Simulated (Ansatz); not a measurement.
Reactions of C2H7NSi (`CN1C[SiH2]1`).

Calculated with Ansatz (gas phase, PBE0-D4/def2-TZVP geometries, no zero-point term in ΔE). CCSD(T)/CBS adds triple-zeta CCSD(T) − MP2 to the extrapolated MP2 energy (def2 sets, frozen cores). This one scheme is used for every species, atoms too. Functionals use def2-TZVPP. No spin–orbit coupling; open shells (•) take unrestricted orbitals. Spin–orbit coupling would lower the free atoms: a little for C, Si. One conformer a species, not always the lowest.

```csv
reaction,ωB97X-V (kcal/mol),B2PLYP (kcal/mol)
`CN1C[SiH2]1` → 2 C• + 7 H• + N• + Si•,938.9,924.1
`CN1C[SiH2]1` + `[OH][Al]([F])[O][SiH3]` → `C[O][Al]([F])[O][SiH3]` + `C1N[SiH2]1`,7.5,7.8
`CN1C[SiH2]1` → `[CH2]` (triplet) + `C1N[SiH2]1`,100.7,96.0
`CN1C[SiH2]1` + `N[SiH2][AlH2]` → `CN[SiH2][AlH2]` + `C1N[SiH2]1`,4.5,4.8
```

**Question.** Give the CCSD(T)/CBS values in the same order. (Best estimate.)

**Answer.** Computed: 932.7, 8.5, 97.6, 4.5 kcal/mol.

Largest T1 diagnostic: 0.012, for `C1N[SiH2]1`.
